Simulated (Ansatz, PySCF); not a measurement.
BrFHInO, SMILES [OH][In]([F])[Br].

Coordinates come from a B3LYP-D3(BJ)/def2-SVP optimisation. The structure was generated by enumeration; whether it is a known compound was not checked. The def2 effective core potentials stand for the cores of In; spin–orbit coupling is left out. Other conformers were not sampled.

Vertical ionisation energy (IE) and electron affinity (EA) in eV. Rows of orbital energies are one-electron estimates. Where ΔSCF, EOM or ADC give a negative EA the extra electron is unbound and the value depends on the basis.

| level | IE | EA |
|---|---|---|
| −ε(HOMO), −ε(LUMO), r2SCAN/def2-TZVP (PySCF) | 7.92 | 3.62 |
| −ε(HOMO), −ε(LUMO), PBE/def2-TZVP (PySCF) | … | … |
| ΔSCF, CAM-B3LYP/def2-SVPD (Ansatz), final states of multiplicity 2 and 2 | 11.51 | 1.39 |
| ΔSCF, PBE/def2-SVPD (Ansatz), final states of multiplicity 2 and 2 | 10.75 | 1.39 |

What belongs in the gaps? (Estimate from the structure and the level; the computed values follow.)


- −ε(HOMO), −ε(LUMO), PBE/def2-TZVP (PySCF), IE: 7.58
- −ε(HOMO), −ε(LUMO), PBE/def2-TZVP (PySCF), EA: 3.81

What vertical singlet–triplet gap does ΔSCF give with CAM-B3LYP/def2-SVPD (Ansatz, a program for electronic structure) and with PBE/def2-SVPD (Ansatz)? (The exact figures need the calculation; the answer reports its results.)

4.60 and 3.85 eV (triplet above singlet where positive).
